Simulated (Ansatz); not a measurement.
Reaction (atomization): `C[SiH2]SP` → C• + 7 H• + P• + S• + Si•

Computed with Ansatz on PBE0-D4/def2-TZVP structures; ΔE is electronic, products minus reactants. CBS: MP2 limit from def2 TZ/QZ plus the TZ coupled-cluster correction, frozen cores. This one scheme is used for every species, atoms too. DFT in def2-TZVPP. Open shells (•) are unrestricted, without spin–orbit coupling. Spin–orbit coupling would lower the free atoms: a little for C, S, Si. One conformer a species, not always the lowest.

| level | ΔE (kJ/mol) |
| --- | --- |
| PBE-D4 | 3546.9 |
| B97M-V | 3566.8 |
| PBE0-D4 | 3517.5 |
| r2SCAN0-D4 | 3500.4 |
| CCSD/def2-SVP | 3218.4 |
| CCSD/def2-TZVPP | 3376.8 |
| SCS-MP2/def2-QZVPP | 3512.7 |
| HF/CBS(def2) | 2591.4 |

Q: What does CCSD(T)/CBS give? (Best estimate.)

A: Ansatz gave: +3526.0 kJ/mol. The listed levels differ from it by 20.9, 40.8, -8.5, -25.6, -307.6, -149.2, -13.3, -934.6 kJ/mol.

Q: What do rigid-rotor, harmonic-oscillator terms from PBE0-D4/def2-TZVP frequencies (298.15 K, 1 bar) make of the CCSD(T)/CBS value? (Best estimate.)

A: Ansatz gave: ΔZPE = -194.2 kJ/mol, ΔH = +3377.7 kJ/mol, ΔS = 1105 J/(mol·K), ΔG = +3048.1 kJ/mol. Open shells count their whole term as degenerate.

Largest T1 diagnostic among the species: 0.012.

In def2-TZVPP, CCSD(T) changes the Hartree–Fock value by +836.1 kJ/mol (the triples alone add +45.1 kJ/mol) and MP2 by +831.7 kJ/mol; breaking electron pairs costs correlation energy, which Hartree–Fock lacks. From PBE to PBE0 (25 % exact exchange), in def2-TZVPP and without D4, ΔE moves by −25.3 kJ/mol: exact exchange takes away binding that semilocal exchange gives to molecules.

For atomizations the MP2-based limit and the directly extrapolated one differ by several kJ/mol either way, and by 10 to 25 for some Ge, Se and Sn compounds, so smaller differences from it don't rank the levels.
